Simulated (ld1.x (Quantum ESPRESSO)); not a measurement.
## Ga: one change to a TM semilocal potential, before and after

| Property | Result |
| --- | --- |
| Element | Ga |
| Generator | ld1.x (Quantum ESPRESSO) 7.5 |
| Type | norm-conserving Troullier–Martins (semilocal form) |
| Functional | PBEsol |
| Relativity | scalar-relativistic |
| Frozen core | [Ar] 3d10 |
| Valence charge | 3 |
| Reference configuration | 4s1.75 4p1.25 |
| Partial waves | 4s (bound): rc 1.90 bohr; 4p (bound): rc 1.85 bohr |
| Local potential | the p channel |
| Core correction | none |

Change: non-relativistic.

Cutoffs: the cutoffs (Ry, on a coarse ladder) from which the occupation-weighted sum of valence levels, in a spherical-Bessel basis at the reference potential, stays within 10 and 1 mRy of its value at 400 Ry; they do not see the model core or the augmentation charge, which bear on the density cutoff. Errors are all-electron minus pseudo energies relative to the spin-unpolarised reference configuration.

Question: How do hardness, ghosts and transferability respond?

Answer: The potential gets neither clearly harder nor softer (15 Ry and 35 Ry → 15 Ry and 35 Ry); of the 7 tests that both files solve, the error grows in 1 and shrinks in 2 by more than 15 % and 0.3 meV (median size 1.1 → 0.8 meV); neither file shows a bound ghost. A semilocal file is local in each channel, so a ghost entry of none says nothing of the separable form that plane-wave codes build from it.

| quantity | base | changed |
| --- | --- | --- |
| cutoff, loose | 15 Ry | 15 Ry |
| cutoff, tight | 35 Ry | 35 Ry |
| loose cutoff by channel (10 mRy a level) | s 12 Ry, p 6 Ry | s 10 Ry, p 6 Ry |
| bound ghosts | none | none |
| error for 4s2 4p1, meV [ΔE -1.61 → -1.54 eV] | +0.8 | +0.6 |
| error for 4s2 4p0, meV [ΔE 4.07 → 4.18 eV] | +0.2 | -1.4 |
| error for 4s1 4p0, meV [ΔE 25.21 → 24.95 eV] | -1.1 | +0.8 |
| error for 4s2 4p0.5, meV [ΔE 0.42 → 0.51 eV] | +1.4 | +0.8 |
| error for 4s1 4p2, meV [ΔE 4.94 → 4.72 eV] | +7.0 | +6.8 |
| error for 4s0 4p3, meV [ΔE 11.78 → 11.24 eV] | +48 | +44 |
| error for 4s2 4p1.3, meV [ΔE -2.14 → -2.08 eV] | +0.3 | +0.1 |
| s: phases at 2.06 bohr within 0.05 rad from the reference energy up to (Ry; the scan ends near 5) | 4.1 | 4.1 |
| p: phases at 2.06 bohr within 0.05 rad from the reference energy up to (Ry; the scan ends near 5) | 4.8 | 4.7 |
